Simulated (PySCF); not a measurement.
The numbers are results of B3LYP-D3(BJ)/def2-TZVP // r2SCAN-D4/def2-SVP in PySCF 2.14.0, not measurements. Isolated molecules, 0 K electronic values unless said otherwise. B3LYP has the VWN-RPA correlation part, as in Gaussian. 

Reference species: [Zn(Cl)(Br)] (neutral, multiplicity 1).

```json
{
  "charge on the central atom (Mulliken)": "0.55 e",
  "HOMO": "-8.48 eV",
  "mean_distance_from_the_central_atom_to_its_bonded_neighbours": "2.154 Å",
  "charge on the central atom (meta-Löwdin)": "1.20 e"
}
```

Changed species: [Zn(Cl)2] (0 of 2 Cl replaced by Br; the reference has 1 of 2 Cl replaced by Br).

Q: What does the change do to the charge on the central atom (Mulliken), HOMO, mean distance from the central atom to its bonded neighbours and charge on the central atom (meta-Löwdin)?

A: the charge on the central atom (Mulliken) goes up by 0.05 e, to 0.60 e; the HOMO falls by 0.38 eV, to -8.86 eV; the mean distance from the central atom to its bonded neighbours falls by 0.065 Å, to 2.089 Å; the charge on the central atom (meta-Löwdin) increases by 0.03 e, to 1.23 e.
